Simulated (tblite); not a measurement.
Input of a run (GFN2-xTB geometry optimisation, gas phase (tblite 0.8.0)), started from a force field or distance geometry:
```
{"job": {"kind": "relax", "xc": "GFN2-xTB", "basis": "xTB"}, "charge": 0, "multiplicity": 1}
N      3.529300    -0.541300    -0.926600
C      2.302100     0.084400    -0.967300
O      2.201300     1.261100    -0.666000
C      1.162400    -0.800800    -1.415500
C     -0.214100    -0.216200    -1.089100
Si    -0.706000    -0.199400     0.703500
N     -0.909800    -1.789000     1.259800
O     -2.158900     0.505800     1.005600
Si    -2.832400     2.011100     0.939100
H      3.646500    -1.515300    -1.148400
H      4.319100     0.006500    -0.640800
H      1.260000    -0.931000    -2.491200
H      1.271200    -1.800800    -0.947200
H     -0.262000     0.809000    -1.487000
H     -0.970800    -0.781200    -1.644300
H      0.322500     0.396900     1.592100
H     -1.801200    -2.126300     0.912300
H     -1.030600    -1.754600     2.273300
H     -4.273100     1.928200     1.307400
H     -2.140700     2.916000     1.897600
H     -2.723400     2.553900    -0.436600
```

Output (eV, eV/Å):
```
step      E/eV     max force
  0    -818.94019    1.796
  1    -819.03975    0.782
  2    -819.07346    0.680
  3    -819.10829    0.531
  4    -819.13982    0.361
  5    -819.16570    0.467
  6    -819.18727    0.421
  7    -819.20246    0.281
  8    -819.21038    0.198
  9    -819.21558    0.195
 10    -819.22118    0.223
 11    -819.22892    0.276
 12    -819.23800    0.232
 13    -819.24572    0.186
 14    -819.25030    0.125
 15    -819.25308    0.164
 16    -819.25573    0.152
 17    -819.25844    0.127
 18    -819.26077    0.108
 19    -819.26250    0.078
 20    -819.26381    0.085
 21    -819.26504    0.083
 22    -819.26641    0.081
 23    -819.26784    0.088
 24    -819.26917    0.080
 25    -819.27030    0.076
 26    -819.27133    0.072
 27    -819.27239    0.089
 28    -819.27344    0.094
 29    -819.27437    0.073
 30    -819.27519    0.065
 31    -819.27594    0.072
 32    -819.27659    0.061
 33    -819.27719    0.060
 34    -819.27777    0.058
 35    -819.27834    0.063
 36    -819.27886    0.055
 37    -819.27935    0.054
 38    -819.27984    0.056
 39    -819.28036    0.053
 40    -819.28085    0.057
 41    -819.28124    0.039
 42    -819.28149    0.039
 43    -819.28167    0.033
 44    -819.28181    0.026
 45    -819.28193    0.031
 46    -819.28204    0.029
 47    -819.28216    0.026
 48    -819.28227    0.026
 49    -819.28236    0.020
 50    -819.28243    0.022
 51    -819.28250    0.020
 52    -819.28257    0.019
 53    -819.28264    0.018
 54    -819.28271    0.022
 55    -819.28281    0.029
 56    -819.28292    0.038
 57    -819.28304    0.030
 58    -819.28312    0.017
 59    -819.28319    0.019
 60    -819.28326    0.024
 61    -819.28333    0.027
 62    -819.28339    0.016
 63    -819.28344    0.017
 64    -819.28350    0.019
 65    -819.28358    0.031
 66    -819.28368    0.031
 67    -819.28377    0.022
 68    -819.28383    0.017
 69    -819.28388    0.019
 70    -819.28393    0.025
 71    -819.28399    0.023
 72    -819.28404    0.021
 73    -819.28408    0.014
 74    -819.28411    0.013
 75    -819.28413    0.010
```

**Question.** Summarise the run.

**Answer.** The energy falls by 0.344 eV over 75 L-BFGS steps, the largest force on an atom goes from 1.80 to 0.010 eV/Å, and the atoms move by 0.178 Å rms after alignment. The bond that changes most is C5–Si6 (sp3 carbon bound to silicon to oxygen-bound silicon), which lengthens by 0.038 Å. Bonds longer at the end by more than 0.005 Å: 4 of 20; shorter: 13. Among the angles that change most is Si6–O8–Si9, from 138.2° to 157.5°. Among the dihedrals that turn most is C5–Si6–N7–H17, from -77° to -45°. The energy never rose by more than 1e-5 eV on the way. The first step brought 29 % of the lowering.

**Question.** What are the final bond lengths?

**Answer.** N1–C2 1.357 Å, C2=O3 1.209 Å, C2–C4 1.516 Å, C4–C5 1.522 Å, C5–Si6 1.897 Å, Si6–N7 1.729 Å, Si6–O8 1.633 Å, O8–Si9 1.616 Å, N1–H10 1.004 Å, N1–H11 1.006 Å, C4–H12 1.095 Å, C4–H13 1.092 Å, C5–H14 1.089 Å, C5–H15 1.092 Å, Si6–H16 1.454 Å, N7–H17 1.008 Å, N7–H18 1.008 Å, Si9–H19 1.463 Å, Si9–H20 1.462 Å, Si9–H21 1.463 Å. Numbering counts from 1 in the input's order; the species is `NC(=O)CC[Si@H](N)O[SiH3]`.

GFN2-xTB frequencies show an imaginary mode (32i cm⁻¹), so the point is no minimum at that level. 3 starts were optimised and ended at 0.00, 0.09 and 0.23 kcal/mol (GFN2-xTB); the lowest of these is shown.

The numbers are calculated, not measured.
